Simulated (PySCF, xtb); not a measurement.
Al(H)(NCO)2 (C2HAlN2O2), SMILES O=C=[N][AlH][N]=C=O. One conformer was computed; it need not be the lowest.

Harmonic wavenumbers (cm⁻¹) from xtb with GFN2-xTB at its own minimum, in rising order: 40, 89, 95, 96, 181, 478, 488, 524, 527, 528, 530, 575, 690, 1479, 1485, 1972, 2456, 2498.

Task: What does PBE-D3(BJ)/def2-SVP (PySCF 2.14.0) give at its own minimum? (An estimate is asked for; the answer gives what the named calculation found.)

Result: 38, 91, 112, 117, 242, 469, 512, 591, 593, 607, 608, 608, 684, 1458, 1465, 1978, 2364, 2394. Paired by order, the mean absolute difference is 39 cm⁻¹ and the zero-point energies are 21.1 and 21.4 kcal/mol.
